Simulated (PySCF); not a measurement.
Compound: C2H6N2Si2.
Atom-mapped SMILES: `[CH:1]#[C:2][SiH:3]1[NH:4][SiH2:5][NH:6]1` (hydrogens: H7 on C1; H8 on Si3; H9 on N4; H10, H11 on Si5; H12 on N6)

A GFN2-xTB structure was refined with PBE0-D3(BJ)/def2-SVP geometry optimisation, gas phase (PySCF). Its GFN2-xTB values:

| coordinate | GFN2-xTB |
| --- | --- |
| C1≡C2 | 1.234 Å |
| C1–H7 | 1.033 Å |
| C2–Si3 | 1.865 Å |
| Si3–N4 | 1.698 Å |
| Si3–H8 | 1.468 Å |
| N4–Si5 | 1.754 Å |
| N4–H9 | 0.986 Å |
| Si5–H10 | 1.462 Å |
| Si5–H11 | 1.465 Å |
| C1–C2–Si3 | 179.6° |
| C2–Si3–N4 | 114.0° |
| Si3–N4–Si5 | 97.4° |
| N4–Si3–N6 | 84.2° |
| N4–Si5–N6 | 82.2° |
| C2–Si3–N4–Si5 | 114° |
| C2–Si3–N6–Si5 | -114° |
| Si3–N4–Si5–N6 | 0° |
| N4–Si5–N6–Si3 | 0° |

**Question.** How do these coordinates change at the PBE0-D3(BJ)/def2-SVP level?

**Answer.** 
```
   coordinate  PBE0-D3(BJ)/def2-SVP (Å or °)  change
        C1–H7                          1.076  +0.043
       Si3–N4                          1.740  +0.042
      Si5–H10                          1.497  +0.035
      Si5–H11                          1.497  +0.032
       C2–Si3                          1.840  -0.025
       Si3–H8                          1.491  +0.023
        N4–H9                          1.008  +0.022
        C1≡C2                          1.218  -0.016
       N4–Si5                          1.747  -0.007
    N4–Si5–N6                           86.3    +4.1
   Si3–N4–Si5                           93.5    -3.9
    N4–Si3–N6                           86.7    +2.5
    C2–Si3–N4                          115.2    +1.2
    C1–C2–Si3                          179.4    -0.2
C2–Si3–N4–Si5                            116      +2
C2–Si3–N6–Si5                           -116      -2
Si3–N4–Si5–N6                              1      +1
N4–Si5–N6–Si3                             -1      -1
```

The energy falls by 5.5 kcal/mol over 8 energy and gradient evaluations, the largest force component goes from 0.0637 to 3.6e-04 Eh/bohr, and the atoms move by 0.051 Å rms after alignment. Among the bonds, Si3–N4 and C1–H7 change most and about equally (+0.042 to +0.043 Å). Bonds longer at the end by more than 0.005 Å: 6 of 12; shorter: 3. Rotational constants go from 5902, 1414, 1385 to 5874, 1437, 1384 MHz.

The run used 122 basis functions and 58 SCF cycles in all.

Stationary, but not proved a minimum.
